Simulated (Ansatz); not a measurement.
Two isomers of C2H4BN: A = `C#CBN`, B = `CB1C=N1`.

Calculated with Ansatz (gas phase, PBE0-D4/def2-TZVP geometries, no zero-point term in ΔE). CBS: MP2 limit from def2 TZ/QZ plus the TZ coupled-cluster correction, frozen cores. DFT in def2-TZVPP. Each species was taken in one conformer, which may not be the lowest.

(1) Which isomer does CCSD(T)/CBS put lower? Give the gap. (Best estimate.)

(2) Give E(B) − E(A) in kcal/mol with MP2/def2-TZVPP, CCSD(T)/def2-TZVPP, ωB97M-V, BLYP-D4, PBE-D4, CCSD/def2-TZVPP, r2SCAN-D4. (Best estimate.)

(3) Does the order hold for the free energy at 298.15 K (harmonic terms from PBE0-D4)? (Best estimate.)

Largest T1 diagnostic: 0.014.

Results:

(1) The calculation gave: A, by 17.7 kcal/mol.

(2) Computed: MP2/def2-TZVPP 17.9, CCSD(T)/def2-TZVPP 16.9, ωB97M-V 13.5, BLYP-D4 18.8, PBE-D4 13.3, CCSD/def2-TZVPP 16.6, r2SCAN-D4 13.8. None reverses the order clearly.

(3) Ansatz gave: Yes: G(B) − G(A) = +16.9 kcal/mol, for one conformer each. Modes under 60 cm⁻¹, often nearly free rotors, make the harmonic entropy too high.

From PBE to PBE0 (25 % exact exchange), in def2-TZVPP and without D4, E(B) − E(A) moves by −1.8 kcal/mol. Leaving LDA and LC-ωPBE aside and taking each functional with its dispersion term where it has one, the values, not all of them listed here, spread over 7.8 kcal/mol, from B97M-V to BLYP-D4.
